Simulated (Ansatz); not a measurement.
Molecule: GeCl2 (charge 0, singlet). SMILES: [Cl][Ge][Cl]
Geometry: optimised at B3LYP-D3(BJ)/def2-TZVP (Ansatz, an electronic-structure program).

Wanted: atomisation energy, in kcal/mol. Terms: spin-orbit terms left out; no dispersion term unless named; non-relativistic; atomisation electronic, to ground-state atoms; LANL2DZ with its own core potentials from Na on; UHF or UKS for open shells. Ab initio and DFT rows: single points at B3LYP-D3(BJ) geometries (Ansatz).

```tsv
species	coefficient	E at B3LYP/LANL2DZ (Ansatz), Eh	E at wB97X-V/def2-TZVPD (Ansatz), Eh
[Cl][Ge][Cl]	-1	-33.72804	-2997.18801
Cl atom	+2	-14.89606	-460.08005
Ge atom	+1	-3.68732	-2076.71876
```

 1 Eh = 627.5095 kcal/mol.

### Question
Compute it at each level from the table.

### Answer

- B3LYP/LANL2DZ: the sum of coefficient times E is 0.24860 Eh, or 156.00 kcal/mol. Result: 156.0 kcal/mol.
- wB97X-V/def2-TZVPD: the sum of coefficient times E is 0.30915 Eh, or 193.99 kcal/mol. Result: 194.0 kcal/mol.
